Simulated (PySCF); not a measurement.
He: excitation energy

He 1s2 (1S) → He 1s1 2s1 (3S), as a difference of total energies. Computed with PySCF 2.14 in dyall-av3z, with the non-relativistic Hamiltonian (point nucleus). Correlated levels: valence: nothing frozen; virtual orbitals above 40 to 60 times the deepest correlated orbital energy dropped. The calculations carry no spin-orbit coupling.

| method | excitation energy (cm⁻¹) |
| --- | --- |
| UHF | 151580 |
| MP2 (valence) | 158920 |
| SCS-MP2 (valence) | 160520 |
| CCSD (valence) | 160140 |

Errors of the correlated levels include the incompleteness of this basis.

With two correlated electrons CCSD is exact in that space.

Question: Which method comes closest to the reference value, and which is furthest?

Answer: The reference is 159860 cm⁻¹ (measured; NIST levels). Closest: CCSD (valence) (error 285.97 cm⁻¹); furthest: UHF (error -8271.2 cm⁻¹).
